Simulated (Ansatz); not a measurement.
Cl2Mg (SMILES [Cl][Mg][Cl]) moved off its minimum; all values from Ansatz (a quantum-chemistry and plane-wave program), cores frozen in correlated methods.
(charge 0, multiplicity 1)
```xyz
3

Mg     0.0977    -0.0070    -0.0319
Cl    -0.0191    -0.0858    -2.0229
Cl     0.0988     0.0335     2.1687
```

Forces at PBE/def2-TZVPP (eV/Å):

```tsv
atom	Fx	Fy	Fz
Mg1	0.149	0.120	3.591
Cl2	-0.174	-0.126	-3.440
Cl3	0.025	0.006	-0.151
```

Give the forces (eV/Å), the total energy and the dipole at CCSD(T)/def2-TZVPPD.


```json
[
 {"atom": "Mg1", "Fx": "0.159", "Fy": "0.126", "Fz": "3.757"},
 {"atom": "Cl2", "Fx": "-0.185", "Fy": "-0.133", "Fz": "-3.629"},
 {"atom": "Cl3", "Fx": "0.025", "Fy": "0.007", "Fz": "-0.128"}
]
```
Energy -1119.2493 hartree, dipole 0.89 D.
